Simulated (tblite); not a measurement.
Compound: C₅H₁₂OSi.
SMILES with atom numbers: `[CH3:1][O:2][C@@H:3]1[C@H:4]([CH3:5])[C@H:6]1[SiH3:7]` (hydrogens: H8, H9, H10 on C1; H11 on C3; H12 on C4; H13, H14, H15 on C5; H16 on C6; H17, H18, H19 on Si7)

Computed with GFN2-xTB (tblite), gas phase: L-BFGS steps from a force-field or distance-geometry start until the largest atomic force falls under 0.01 eV/Å.

The end geometry, which sets the zero of energy:
```
atom  x, y, z in Å
C1      2.5819    0.0667    0.2837
O2      1.4816    0.9217    0.0899
C3      0.4261    0.2971   -0.5680
C4     -0.9625    0.7885   -0.3229
C5     -1.2044    1.9402    0.6177
C6     -0.5406   -0.5553    0.2234
Si7    -1.2107   -2.1640   -0.4723
H8      2.3060   -0.8087    0.8836
H9      3.3384    0.6469    0.8087
H10     2.9860   -0.2800   -0.6758
H11     0.6847   -0.0353   -1.5746
H12    -1.6241    0.7770   -1.1822
H13    -1.1585    2.8841    0.0775
H14    -0.4439    1.9537    1.3935
H15    -2.1866    1.8525    1.0805
H16    -0.3432   -0.5420    1.2904
H17    -1.3538   -2.0395   -1.9246
H18    -0.2711   -3.2460   -0.1638
H19    -2.5151   -2.4483    0.1277
```

Task: These geometries come from the run, each turned onto the end geometry. Order them by energy, lowest first.
A.
```
atom  x, y, z in Å
C1      2.6605    0.1130    0.2600
O2      1.4737    0.8610    0.1838
C3      0.4332    0.2449   -0.5115
C4     -0.9561    0.7608   -0.3071
C5     -1.2211    1.9420    0.5884
C6     -0.5703   -0.5822    0.2724
Si7    -1.2613   -2.1664   -0.4513
H8      2.4933   -0.8588    0.7410
H9      3.4052    0.6596    0.8483
H10     3.0657   -0.0467   -0.7491
H11     0.6665   -0.0776   -1.5397
H12    -1.6185    0.7720   -1.1787
H13    -0.9734    2.8589    0.0631
H14    -0.6227    1.8863    1.4910
H15    -2.2738    1.9749    0.8575
H16    -0.4009   -0.6062    1.3468
H17    -1.4357   -1.9983   -1.8990
H18    -0.3226   -3.2656   -0.1998
H19    -2.5516   -2.4624    0.1761
```
B.
```
atom  x, y, z in Å
C1      2.6049    0.0833    0.2711
O2      1.4721    0.9033    0.1293
C3      0.4275    0.2802   -0.5469
C4     -0.9615    0.7885   -0.3344
C5     -1.2057    1.9367    0.6117
C6     -0.5648   -0.5585    0.2229
Si7    -1.2306   -2.1702   -0.4645
H8      2.3756   -0.8334    0.8280
H9      3.3407    0.6665    0.8222
H10     3.0117   -0.1949   -0.7100
H11     0.7008   -0.0590   -1.5472
H12    -1.6022    0.7897   -1.2108
H13    -1.0845    2.8895    0.0996
H14    -0.4914    1.8979    1.4296
H15    -2.2151    1.8906    1.0188
H16    -0.3904   -0.5401    1.2923
H17    -1.3914   -2.0538   -1.9169
H18    -0.2824   -3.2478   -0.1627
H19    -2.5231   -2.4591    0.1603
```
C.
```
atom  x, y, z in Å
C1      2.6546    0.1045    0.2495
O2      1.4755    0.8737    0.1755
C3      0.4276    0.2499   -0.5039
C4     -0.9597    0.7621   -0.2969
C5     -1.2218    1.9457    0.5934
C6     -0.5722   -0.5893    0.2585
Si7    -1.2658   -2.1786   -0.4569
H8      2.4886   -0.8642    0.7349
H9      3.3736    0.6721    0.8398
H10     3.0709   -0.0595   -0.7502
H11     0.6889   -0.0766   -1.5074
H12    -1.5961    0.7541   -1.1724
H13    -0.9709    2.8657    0.0653
H14    -0.6173    1.8868    1.4929
H15    -2.2760    1.9743    0.8639
H16    -0.3990   -0.5848    1.3283
H17    -1.4361   -2.0001   -1.8955
H18    -0.3239   -3.2643   -0.2003
H19    -2.5504   -2.4621    0.1739
```
D.
```
atom  x, y, z in Å
C1      2.6804    0.1052    0.2597
O2      1.4698    0.8768    0.2043
C3      0.4364    0.2195   -0.5317
C4     -0.9695    0.7638   -0.3209
C5     -1.2175    1.9279    0.5830
C6     -0.5666   -0.5691    0.2784
Si7    -1.2518   -2.1431   -0.4472
H8      2.4937   -0.8541    0.7427
H9      3.4157    0.6540    0.8510
H10     3.0616   -0.0417   -0.7448
H11     0.6545   -0.0769   -1.5568
H12    -1.6245    0.7818   -1.1777
H13    -0.9743    2.8591    0.0610
H14    -0.6235    1.8885    1.4949
H15    -2.2774    1.9772    0.8569
H16    -0.4019   -0.6201    1.3628
H17    -1.4368   -1.9982   -1.9067
H18    -0.3158   -3.2754   -0.1979
H19    -2.5624   -2.4658    0.1815
```
E.
```
atom  x, y, z in Å
C1      2.6435    0.1063    0.2461
O2      1.4713    0.8808    0.1768
C3      0.4329    0.2511   -0.5060
C4     -0.9561    0.7624   -0.3064
C5     -1.2194    1.9412    0.5951
C6     -0.5664   -0.5832    0.2639
Si7    -1.2599   -2.1725   -0.4533
H8      2.4618   -0.8620    0.7270
H9      3.3558    0.6830    0.8337
H10     3.0574   -0.0745   -0.7539
H11     0.7208   -0.0842   -1.5031
H12    -1.5860    0.7465   -1.1893
H13    -0.9759    2.8690    0.0793
H14    -0.6095    1.8840    1.4921
H15    -2.2689    1.9733    0.8849
H16    -0.3980   -0.5684    1.3365
H17    -1.4385   -2.0092   -1.8961
H18    -0.3245   -3.2692   -0.2025
H19    -2.5502   -2.4652    0.1677
```

Result: B (0.004 eV), E (0.013 eV), C (0.023 eV), A (0.057 eV), D (0.164 eV).

In the order of the answer:

| step | E above end (eV) | largest force (eV/Å) | rms force component (eV/Å) | rms distance from end (Å) | rms bond change (Å) | bond most changed (Å) |
| --- | --- | --- | --- | --- | --- | --- |
| 35 | 0.004 | 0.06 | 0.019 | 0.051 | 0.001 | C3–C6 -0.002 |
| 13 | 0.013 | 0.05 | 0.018 | 0.127 | 0.001 | Si7–H18 -0.003 |
| 5 | 0.023 | 0.15 | 0.053 | 0.133 | 0.003 | Si7–H18 -0.006 |
| 2 | 0.057 | 0.48 | 0.132 | 0.136 | 0.005 | C3–H11 +0.011 |
| 0 | 0.164 | 1.47 | 0.376 | 0.139 | 0.017 | O2–C3 +0.037 |

What follows is the cost of the whole relaxation. Time: 0.61 s of wall time. Hardware: an Arm Neoverse N1 with one thread, shared host with 64 logical CPUs at a one-minute load of 52.
